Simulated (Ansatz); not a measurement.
This geometry of CH₃NOTe (7 atoms, charge 0, multiplicity 1) is a first-order saddle point.

The calculation used RKS BHLYP-D4/def2-SVP in Ansatz 0.2.0.

```xyz
7
Properties=species:S:1:pos:R:3
N 0.570 -1.217 0.057
C 0.073 -0.023 0.072
O 0.664 0.648 0.966
Te -1.467 0.771 -1.140
H 0.329 -1.968 -0.568
H 1.211 -0.532 0.996
H -1.319 2.252 -0.428
```

(1) Which two structures does it join? (They come from a converged band through this point; their orientation in space is the band's.)

(2) How far does it lie above each of them?

Answers

(1) Bonds broken: O3–H6. Bonds formed: N1–H6.

Initial state:

```xyz
7
Properties=species:S:1:pos:R:3
N 0.543 -1.413 -0.129
C 0.131 -0.243 0.017
O 0.583 0.543 0.988
Te -1.336 0.762 -1.183
H 0.128 -1.911 -0.903
H 1.232 0.029 1.481
H -1.218 2.164 -0.318
```

Final state:

```xyz
7
Properties=species:S:1:pos:R:3
N 0.604 -1.071 0.177
C 0.119 0.179 0.305
O 0.447 0.962 1.136
Te -1.419 0.652 -1.183
H 0.382 -1.655 -0.606
H 1.336 -1.358 0.807
H -1.408 2.222 -0.681
```

(2) 1.58 eV above the first and 2.32 eV above the second. This is the barrier of this one path; another mechanism may lie lower. The orbitals stay closed-shell, which can raise the energy where a bond breaks towards radicals; this wasn't checked here.

Run time: 4.3 min on 2 threads of AMD EPYC 9R45 96-Core Processor (Zen 5) (shared host), peak memory 0.21 GiB.
